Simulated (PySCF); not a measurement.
Br2Ge (SMILES [Br][Ge][Br]), singlet, geometry from GFN2-xTB, with bond 3-1 at 3.0 times its length; HF/3-21G (PySCF).

Input for PySCF:
```python
from pyscf import gto, scf

mol = gto.Mole()
mol.atom = '''
    Ge    0.01682949    0.00687689    1.03311619
    Br    1.00009172   -1.51961211   -0.47860423
    Br   -3.08009502    4.52622023   -3.46410980
'''
mol.basis = '3-21g'
mol.verbose = 4
mol.build()

mf = scf.RHF(mol)
mf.kernel()
mo_i, mo_e, stable_i, stable_e = mf.stability(internal=True, external=True, return_status=True, nroots=6, tol=1e-6)
print('internally stable:', stable_i, ' externally stable:', stable_e)
if not stable_e:
    umf = mf.to_uhf() if not hasattr(mf, 'xc') else mf.to_uks()
    umf.scf_summary = {}
    umf.kernel(umf.make_rdm1(mo_e, umf.mo_occ))
```

### Question
Write the output that PySCF gives for this input, abridged.

### Answer

```
PySCF version 2.14.0

[INPUT] verbose = 4
[INPUT] num. atoms = 3
[INPUT] num. electrons = 102
[INPUT] charge = 0
[INPUT] spin (= nelec alpha-beta = 2S) = 0
[INPUT] symmetry False subgroup None
[INPUT] Mole.unit = angstrom
[INPUT] Symbol           X                Y                Z      unit          X                Y                Z       unit  Magmom
[INPUT]  1 Ge     0.016829490000   0.006876890000   1.033116190000 AA    0.031803126916   0.012995438689   1.952306653954 Bohr   0.0
[INPUT]  2 Br     1.000091720000  -1.519612110000  -0.478604230000 AA    1.889899450245  -2.871650703472  -0.904430916758 Bohr   0.0
[INPUT]  3 Br    -3.080095020000   4.526220230000  -3.464109800000 AA   -5.820536025437   8.553316614166  -6.546218787422 Bohr   0.0

nuclear repulsion = 416.718061484123
number of shells = 30
number of NR pGTOs = 162
number of NR cGTOs = 66
basis = 3-21g
ecp = {}

******** <class 'pyscf.scf.hf.RHF'> ********
method = RHF
initial guess = minao
damping factor = 0
level_shift factor = 0
DIIS = <class 'pyscf.scf.diis.CDIIS'>
diis_start_cycle = 1
diis_space = 8
diis_damp = 0
SCF conv_tol = 1e-09
SCF conv_tol_grad = None
SCF max_cycles = 50
direct_scf = True
direct_scf_tol = 1e-13
Set gradient conv threshold to 3.16228e-05
Initial guess from minao.
init E= -7177.62204290404
cycle= 1 E= -7185.20539014842  delta_E= -7.58  |g|= 0.47  |ddm|= 1.46
cycle= 2 E= -7182.27196722515  delta_E= 2.93  |g|=  1.2  |ddm|=  3.3
cycle= 3 E= -7185.26674467657  delta_E= -2.99  |g|= 0.291  |ddm|= 3.25
cycle= 4 E= -7185.28228922698  delta_E= -0.0155  |g|= 0.198  |ddm|= 0.215
cycle= 5 E= -7185.29763069602  delta_E= -0.0153  |g|= 0.0537  |ddm|= 0.316
cycle= 6 E= -7182.39402872299  delta_E=  2.9  |g|= 1.09  |ddm|= 3.18
cycle= 7 E= -7182.39654213133  delta_E= -0.00251  |g|= 1.09  |ddm|= 0.0591
cycle= 8 E= -7182.39714020127  delta_E= -0.000598  |g|= 1.09  |ddm|= 0.105
cycle= 9 E= -7182.39712034687  delta_E= 1.99e-05  |g|= 1.09  |ddm|= 0.00577
cycle= 10 E= -7182.39788698479  delta_E= -0.000767  |g|= 1.09  |ddm|= 0.0488
cycle= 11 E= -7182.39874559462  delta_E= -0.000859  |g|= 1.09  |ddm|= 0.0587
cycle= 12 E= -7184.4119853072  delta_E= -2.01  |g|= 1.13  |ddm|= 2.24
cycle= 13 E= -7185.29811750608  delta_E= -0.886  |g|= 0.0451  |ddm|= 2.47
cycle= 14 E= -7185.30140493246  delta_E= -0.00329  |g|= 0.0327  |ddm|= 0.222
cycle= 15 E= -7185.30640005191  delta_E= -0.005  |g|= 0.111  |ddm|= 0.787
cycle= 16 E= -7185.30240993409  delta_E= 0.00399  |g|= 0.152  |ddm|= 0.247
cycle= 17 E= -7185.29655707056  delta_E= 0.00585  |g|= 0.158  |ddm|= 0.349
cycle= 18 E= -7185.30191521059  delta_E= -0.00536  |g|= 0.144  |ddm|= 0.202
cycle= 19 E= -7185.30794862092  delta_E= -0.00603  |g|= 0.0818  |ddm|= 0.405
cycle= 20 E= -7185.30251664055  delta_E= 0.00543  |g|= 0.122  |ddm|= 0.109
cycle= 21 E= -7185.3043013225  delta_E= -0.00178  |g|= 0.105  |ddm|= 0.14
cycle= 22 E= -7185.30972868129  delta_E= -0.00543  |g|= 0.0485  |ddm|= 0.172
cycle= 23 E= -7185.31173274591  delta_E= -0.002  |g|= 0.00629  |ddm|= 0.14
cycle= 24 E= -7185.31178115025  delta_E= -4.84e-05  |g|= 0.0183  |ddm|= 0.0932
cycle= 25 E= -7185.31147340065  delta_E= 0.000308  |g|= 0.00681  |ddm|= 0.173
cycle= 26 E= -7185.31156014815  delta_E= -8.67e-05  |g|= 0.0028  |ddm|= 0.0638
cycle= 27 E= -7185.31155589114  delta_E= 4.26e-06  |g|= 0.00312  |ddm|= 0.00256
cycle= 28 E= -7185.3115396738  delta_E= 1.62e-05  |g|= 0.00167  |ddm|= 0.0299
cycle= 29 E= -7185.31153727311  delta_E= 2.4e-06  |g|= 0.000528  |ddm|= 0.0148
cycle= 30 E= -7185.31153752064  delta_E= -2.48e-07  |g|= 0.000179  |ddm|= 0.00205
cycle= 31 E= -7185.31153773183  delta_E= -2.11e-07  |g|= 0.000216  |ddm|= 0.00283
cycle= 32 E= -7185.3115380503  delta_E= -3.18e-07  |g|= 0.00023  |ddm|= 0.00343
cycle= 33 E= -7185.31153906365  delta_E= -1.01e-06  |g|= 0.000123  |ddm|= 0.0118
cycle= 34 E= -7185.3115408854  delta_E= -1.82e-06  |g|= 0.000166  |ddm|= 0.028
cycle= 35 E= -7185.31154123329  delta_E= -3.48e-07  |g|= 9.33e-05  |ddm|= 0.00719
cycle= 36 E= -7185.31154137469  delta_E= -1.41e-07  |g|= 7.49e-05  |ddm|= 0.0033
cycle= 37 E= -7185.31154143714  delta_E= -6.25e-08  |g|= 7.24e-05  |ddm|= 0.00176
cycle= 38 E= -7185.31154136915  delta_E= 6.8e-08  |g|= 8.44e-05  |ddm|= 0.00174
cycle= 39 E= -7185.31154150089  delta_E= -1.32e-07  |g|= 0.000248  |ddm|= 0.00624
cycle= 40 E= -7185.3115417553  delta_E= -2.54e-07  |g|= 0.000619  |ddm|= 0.033
cycle= 41 E= -7185.31154189031  delta_E= -1.35e-07  |g|= 0.000304  |ddm|= 0.0161
cycle= 42 E= -7185.31154206606  delta_E= -1.76e-07  |g|= 4.94e-05  |ddm|= 0.0127
cycle= 43 E= -7185.31154206777  delta_E= -1.7e-09  |g|= 1.67e-05  |ddm|= 0.00108
cycle= 44 E= -7185.31154206805  delta_E= -2.86e-10  |g|= 3.6e-06  |ddm|= 0.000297
Extra cycle  E= -7185.31154206801  delta_E= 4.09e-11  |g|= 8.97e-06  |ddm|= 3.88e-05
converged SCF energy = -7185.31154206801
rhf_internal: lowest eigs of H = [-2.05812554e-01 -2.05811262e-01  4.55098786e-04  3.00249577e-03
  5.44419262e-03  4.58223211e-01]
<class 'pyscf.scf.hf.RHF'> wavefunction has an internal instability
rhf_real2complex: lowest eigs of H = [-0.0630402  -0.00379374 -0.00235706  0.0001151   0.00062751  0.00099267]
<class 'pyscf.scf.hf.RHF'> wavefunction has an real -> complex instability
rhf_external: lowest eigs of H = [-0.08872794 -0.07517936 -0.07458739 -0.00780455 -0.00617577  0.00074532]
<class 'pyscf.scf.hf.RHF'> wavefunction has an RHF/RKS -> UHF/UKS instability
internally stable: False  externally stable: False

******** <class 'pyscf.scf.uhf.UHF'> ********
method = UHF
initial guess = minao
damping factor = 0
level_shift factor = 0
DIIS = <class 'pyscf.scf.diis.CDIIS'>
diis_start_cycle = 1
diis_space = 8
diis_damp = 0
SCF conv_tol = 1e-09
SCF conv_tol_grad = None
SCF max_cycles = 50
direct_scf = True
direct_scf_tol = 1e-13
number electrons alpha = 51  beta = 51
Set gradient conv threshold to 3.16228e-05
init E= -7185.14237316423
cycle= 1 E= -7185.21330391018  delta_E= -0.0709  |g|= 0.339  |ddm|= 1.37

cycle= 2 E= -7182.38306436647  delta_E= 2.83  |g|= 0.847  |ddm|= 2.32
cycle= 3 E= -7185.25936620057  delta_E= -2.88  |g|= 0.221  |ddm|= 2.28
cycle= 4 E= -7185.29478565435  delta_E= -0.0354  |g|= 0.0728  |ddm|= 0.359
cycle= 5 E= -7183.60664897082  delta_E= 1.69  |g|= 1.12  |ddm|= 1.97
cycle= 6 E= -7185.2829342737  delta_E= -1.68  |g|= 0.163  |ddm|= 1.54
cycle= 7 E= -7185.31434186463  delta_E= -0.0314  |g|= 0.0786  |ddm|= 0.272
cycle= 8 E= -7185.33273496222  delta_E= -0.0184  |g|= 0.118  |ddm|= 0.295
cycle= 9 E= -7185.2366368878  delta_E= 0.0961  |g|= 0.282  |ddm|= 0.729
cycle= 10 E= -7185.15407344194  delta_E= 0.0826  |g|= 0.413  |ddm|= 0.747
cycle= 11 E= -7185.27433056163  delta_E= -0.12  |g|= 0.207  |ddm|= 0.385
cycle= 12 E= -7185.30486697434  delta_E= -0.0305  |g|= 0.0955  |ddm|= 0.257
cycle= 13 E= -7185.31976247163  delta_E= -0.0149  |g|= 0.043  |ddm|= 0.188
cycle= 14 E= -7185.32487431662  delta_E= -0.00511  |g|= 0.0381  |ddm|= 0.126
cycle= 15 E= -7185.32326005553  delta_E= 0.00161  |g|= 0.0755  |ddm|= 0.234
cycle= 16 E= -7185.32353610808  delta_E= -0.000276  |g|= 0.0516  |ddm|= 0.0789
cycle= 17 E= -7185.32054927352  delta_E= 0.00299  |g|= 0.0104  |ddm|= 0.19
cycle= 18 E= -7185.31785888504  delta_E= 0.00269  |g|= 0.0304  |ddm|= 0.135
cycle= 19 E= -7185.32031872769  delta_E= -0.00246  |g|= 0.00949  |ddm|= 0.113
cycle= 20 E= -7185.32003120654  delta_E= 0.000288  |g|= 0.0431  |ddm|= 0.187
cycle= 21 E= -7185.32063929292  delta_E= -0.000608  |g|= 0.0202  |ddm|= 0.114
cycle= 22 E= -7185.3208371414  delta_E= -0.000198  |g|= 0.0153  |ddm|= 0.0436
cycle= 23 E= -7185.32102574825  delta_E= -0.000189  |g|= 0.00349  |ddm|= 0.0293
cycle= 24 E= -7185.3210052632  delta_E= 2.05e-05  |g|= 0.00136  |ddm|= 0.0185
cycle= 25 E= -7185.32100712559  delta_E= -1.86e-06  |g|= 0.00016  |ddm|= 0.00352
cycle= 26 E= -7185.32100717569  delta_E= -5.01e-08  |g|= 0.000102  |ddm|= 0.000772
cycle= 27 E= -7185.3210072017  delta_E= -2.6e-08  |g|= 2.61e-05  |ddm|= 0.000421
cycle= 28 E= -7185.32100722195  delta_E= -2.02e-08  |g|= 2.33e-05  |ddm|= 0.000548
cycle= 29 E= -7185.32100723926  delta_E= -1.73e-08  |g|= 1.98e-05  |ddm|= 0.000567
cycle= 30 E= -7185.32100724799  delta_E= -8.74e-09  |g|= 1.89e-05  |ddm|= 0.000288
cycle= 31 E= -7185.32100725537  delta_E= -7.38e-09  |g|= 1.88e-05  |ddm|= 0.000239
cycle= 32 E= -7185.32100726788  delta_E= -1.25e-08  |g|= 1.88e-05  |ddm|= 0.000405
cycle= 33 E= -7185.32100729235  delta_E= -2.45e-08  |g|= 1.88e-05  |ddm|= 0.000794
cycle= 34 E= -7185.32100730364  delta_E= -1.13e-08  |g|= 1.88e-05  |ddm|= 0.000367
cycle= 35 E= -7185.32100729824  delta_E= 5.4e-09  |g|= 1.88e-05  |ddm|= 0.000176
cycle= 36 E= -7185.32100731824  delta_E= -2e-08  |g|= 1.88e-05  |ddm|= 0.00065
cycle= 37 E= -7185.3210073435  delta_E= -2.53e-08  |g|= 1.88e-05  |ddm|= 0.00082
cycle= 38 E= -7185.32100752246  delta_E= -1.79e-07  |g|= 2.72e-05  |ddm|= 0.00583
cycle= 39 E= -7185.3210075115  delta_E= 1.1e-08  |g|= 2.59e-05  |ddm|= 0.000357
cycle= 40 E= -7185.32100751647  delta_E= -4.97e-09  |g|= 2.6e-05  |ddm|= 0.000162
cycle= 41 E= -7185.3210074938  delta_E= 2.27e-08  |g|= 2.41e-05  |ddm|= 0.000739
cycle= 42 E= -7185.32100746764  delta_E= 2.62e-08  |g|= 2.02e-05  |ddm|= 0.000853
cycle= 43 E= -7185.32100758465  delta_E= -1.17e-07  |g|= 3.05e-05  |ddm|= 0.00382
cycle= 44 E= -7185.32100757661  delta_E= 8.04e-09  |g|= 2.73e-05  |ddm|= 0.000265
cycle= 45 E= -7185.32100744622  delta_E= 1.3e-07  |g|= 1.88e-05  |ddm|= 0.00425
cycle= 46 E= -7185.32100744151  delta_E= 4.71e-09  |g|= 1.88e-05  |ddm|= 0.000154
cycle= 47 E= -7185.32100745086  delta_E= -9.35e-09  |g|= 1.92e-05  |ddm|= 0.000306
cycle= 48 E= -7185.3210076978  delta_E= -2.47e-07  |g|= 3.01e-05  |ddm|= 0.00807
cycle= 49 E= -7185.32100767979  delta_E= 1.8e-08  |g|= 2.49e-05  |ddm|= 0.000592
cycle= 50 E= -7185.32100770236  delta_E= -2.26e-08  |g|= 1.94e-05  |ddm|= 0.000743
SCF not converged.
SCF energy = -7185.32100770236 after 50 cycles  <S^2> = 0.49095533  2S+1 = 1.7215752
```

Convergence was not reached.
